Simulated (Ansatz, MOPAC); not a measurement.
The molecule AlTe, multiplicity 2 (lowest of 2S+1 = 2, 4 at CCSD(T)/def2-TZVPP on PBE0 minima; our sources give no spin for the ground state, which may be another). No spin–orbit coupling.

The constants come from a fifth-degree fit in 1/R (seven points, main isotopes). In def2 and cc sets the state is the lowest found near the PBE0 minimum, followed along R.

Correlated levels freeze the inner cores; with def2 sets outer-core shells near the valence are correlated too. CBS(a, b) extrapolates the correlation energy as X⁻³ and adds the Hartree–Fock energy of set b. The state reached by PM6 isn't checked.

Programs: Ansatz (an electronic-structure program) with Gaussian orbitals; MOPAC for PM6 (differences of heats of formation). Values without a source in brackets are computed. In def2 rows elements past Kr take small-core potentials, without spin–orbit coupling.

What bond length and harmonic frequency does PM6 give?

r_e = 2.293 Å, ω_e = 531 cm⁻¹.

What bond length and harmonic frequency does B97M-V/def2-TZVPP give?

r_e = 2.376 Å, ω_e = 396 cm⁻¹.

What bond length and harmonic frequency does CCSD(T)/CBS(def2-TZVPP, def2-QZVPP) give?

r_e = 2.366 Å, ω_e = 406 cm⁻¹.
